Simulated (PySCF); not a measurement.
**Vibration and rotation of CeB**

UHF-CCSD(T) constants of CeB, sextet, about 1.2 electrons in the 4f shell (Mulliken), real f orbitals that mix terms (basis Ce x2c-SVPall, B x2c-SVPall; spin-free X2C with a Gaussian nucleus; PySCF 2.14; masses 139.9054 and 11.0093 u):

```
ωe                         : 531.5 cm⁻¹
ωexe                       : 1.72 cm⁻¹
Be                         : 0.3059 cm⁻¹
αe                         : 0.00155 cm⁻¹
D (centrifugal)            : 4.05e-07 cm⁻¹
De to Ce (4f1 5d1 6s2) + B : 2.68 eV
```

**Question.** Give the vibrational terms G(v) and spacings up to v = 3.

**Answer.** G(v) = ωe(v+½) − ωexe(v+½)².

| v | G(v) (cm⁻¹) | G(v) − G(v−1) | Bv (cm⁻¹) |
| --- | --- | --- | --- |
| 0 | 265 |  | 0.3051 |
| 1 | 793 | 528 | 0.3036 |
| 2 | 1318 | 525 | 0.3020 |
| 3 | 1839 | 521 | 0.3005 |

A state of this spin cannot dissociate to the ground-state fragments, so its own limit lies higher than the one that De refers to.

Correlated steps freeze 19 core orbitals. Correlated levels converge slowly with the basis: in double zeta they bind strong bonds too weakly, by up to about 1 eV, and carry superposition errors of some tenths. These are scalar-relativistic numbers at best; spin–orbit coupling would shift them, the dissociation energy most. With d or f electrons several states lie close, and the lowest PBE0 determinant need not be the measured ground state.
